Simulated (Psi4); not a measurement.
CH₃S (SMILES [CH2-]S), charge -1, singlet, at a GFN2-xTB geometry (a gas-phase anion, which may not be bound at this level), atoms displaced at random by about 0.02 Å a coordinate. Base run: B3LYP/def2-SV(P) run with Psi4.

Input for Psi4:
```
memory 2 GB

molecule {
-1 1
  C    -0.19266074    1.18120847    0.00856631
  S    -0.04569716   -0.55648016    0.00655498
  H     1.29484197   -1.15840736    0.02319808
  H     0.27928710    1.57838419    0.92953212
  H     0.32027908    1.60407081   -0.87879219
}

set basis def2-sv(p)

optimize('b3lyp')
print_variables()
```

The base run was repeated with changes; each row names its change, and settings that it needs were set with it.

```json
[
 {"change": "base", "ΔE vs base (kJ/mol)": "0.00", "optimiser steps": "7", "core-seconds (rough)": "20"},
 {"change": "hess_update = powell", "ΔE vs base (kJ/mol)": "0.00", "optimiser steps": "7", "core-seconds (rough)": "20"},
 {"change": "step_type = nr", "ΔE vs base (kJ/mol)": "0.00", "optimiser steps": "7", "core-seconds (rough)": "20"},
 {"change": "g_convergence = gau_loose", "ΔE vs base (kJ/mol)": "0.01", "optimiser steps": "5", "core-seconds (rough)": "20"},
 {"change": "hess_update = none", "ΔE vs base (kJ/mol)": "0.01", "optimiser steps": "12", "core-seconds (rough)": "30"},
 {"change": "g_convergence = gau", "ΔE vs base (kJ/mol)": "0.00", "optimiser steps": "8", "core-seconds (rough)": "20"},
 {"change": "g_convergence = gau_tight", "ΔE vs base (kJ/mol)": "0.00", "optimiser steps": "9", "core-seconds (rough)": "20"}
]
```

A gas-phase anion may not be bound at this level; its values then depend on the basis.
